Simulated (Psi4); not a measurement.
A dimer, C3H6O ··· H4O4Si (SMILES CC(C)=O and O[Si](O)(O)O); the first 10 atoms form monomer A.

```
19

C     -1.2917     0.0754    -0.0529
C      0.0486    -0.6136    -0.1850
C      1.2683     0.2193     0.1419
O      0.1399    -1.7676    -0.5332
H     -1.4341     0.4270     0.9722
H     -1.3282     0.9571    -0.6976
H     -2.0921    -0.6101    -0.3206
H      1.3141     1.0922    -0.5144
H      2.1702    -0.3763     0.0241
H      1.2048     0.5966     1.1656
O     -1.6166    -0.7610    -8.5121
Si    -1.3470    -0.5521    -6.9126
O     -1.6551    -1.9914    -6.2000
O      0.1822    -0.1485    -6.4966
O     -2.2985     0.6921    -6.4419
H     -1.3634    -1.6052    -8.8938
H     -1.2867    -2.1363    -5.3249
H      0.4332     0.7742    -6.5857
H     -3.1661     0.7597    -6.8482
```

### Question
What interaction energy does SAPT0/jun-cc-pVDZ, frozen core in Psi4 give, and which attractive term is the largest?

### Answer
Total -0.47 kcal/mol: electrostatics -0.38, exchange 0.00, induction -0.01, dispersion -0.08. The most attractive term is electrostatics.
